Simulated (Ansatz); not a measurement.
System: Hg2 (charge +1, doublet). The spin state was set by rule; other spins were not relaxed. 
Geometry from a B3LYP-D3(BJ)/def2-TZVP (Ansatz, a quantum-chemistry and plane-wave program) optimisation:
```
Hg
Hg 1 2.8740
```
Charge +1, spin multiplicity 2.

Total electronic energies in hartree. Valence correlation only, unless marked. UHF or UKS for open shells. Spin-orbit coupling is left out. Frozen are the shells of the preceding noble gas and the d and f shells that filled before the atom's block. Past Kr the def2 sets carry scalar-relativistic core potentials. CBS(X,Y): correlation extrapolated as X^-3; Hartree-Fock from the larger set. The bracket is a focal-point correction in the basis named.

```json
[
 {"level": "RI-HF/def2-TZVPP", "program": "Ansatz", "energy (Eh)": "-304.83602"},
 {"level": "RI-HF/def2-QZVPP", "program": "Ansatz", "energy (Eh)": "-304.83722"},
 {"level": "revPBE-D4/def2-TZVPD", "program": "Ansatz + dftd4", "energy (Eh)": "-306.89478"},
 {"level": "r2SCAN/def2-TZVPD", "program": "Ansatz", "energy (Eh)": "-306.85202"},
 {"level": "PBE0/def2-SVP", "program": "Ansatz", "energy (Eh)": "-306.70302"},
 {"level": "PBE0/def2-TZVP", "program": "Ansatz", "energy (Eh)": "-306.71583"},
 {"level": "PBE0/def2-TZVPD", "program": "Ansatz", "energy (Eh)": "-306.71592"},
 {"level": "PBE0/def2-QZVPP", "program": "Ansatz", "energy (Eh)": "-306.71753"},
 {"level": "BHLYP/def2-TZVPD", "program": "Ansatz", "energy (Eh)": "-306.47135"},
 {"level": "CAM-B3LYP-D3(BJ)/def2-TZVPD", "program": "Ansatz + dftd3", "energy (Eh)": "-306.63293"},
 {"level": "LC-wPBE-D4/def2-TZVPD", "program": "Ansatz + dftd4", "energy (Eh)": "-306.74603"},
 {"level": "wB97M-V/def2-TZVPD", "program": "Ansatz", "energy (Eh)": "-306.54682"},
 {"level": "B2GP-PLYP-D4/def2-TZVPD", "program": "Ansatz + dftd4", "energy (Eh)": "-306.14636"},
 {"level": "PBE-QIDH/def2-TZVPD", "program": "Ansatz", "energy (Eh)": "-306.26278"},
 {"level": "MP2/def2-TZVPP", "program": "Ansatz", "energy (Eh)": "-305.65577"},
 {"level": "SCS-MP2/def2-SVP", "program": "Ansatz", "energy (Eh)": "-305.31632"},
 {"level": "CCSD/def2-TZVPP", "program": "Ansatz", "energy (Eh)": "-305.58769"},
 {"level": "CCSD/def2-TZVPPD", "program": "Ansatz", "energy (Eh)": "-305.58867"},
 {"level": "CCSD/CBS(def2-TZVPPD,def2-QZVPPD)", "program": "Ansatz", "energy (Eh)": "-305.6521"},
 {"level": "CCSD(T)/def2-SVPD", "program": "Ansatz", "energy (Eh)": "-305.36716"},
 {"level": "CCSD(T)/def2-QZVPPD", "program": "Ansatz", "energy (Eh)": "-305.66033"},
 {"level": "RI-MP2/CBS(def2-TZVPP,def2-QZVPP)+[CCSD(T)-MP2]/def2-TZVPP", "program": "Ansatz", "energy (Eh)": "-305.6948"},
 {"level": "CCSD(T)/CBS(def2-TZVPPD,def2-QZVPPD)", "program": "Ansatz", "energy (Eh)": "-305.6908"}
]
```

Totals of different functionals don't rank their quality; only differences between species are comparable.
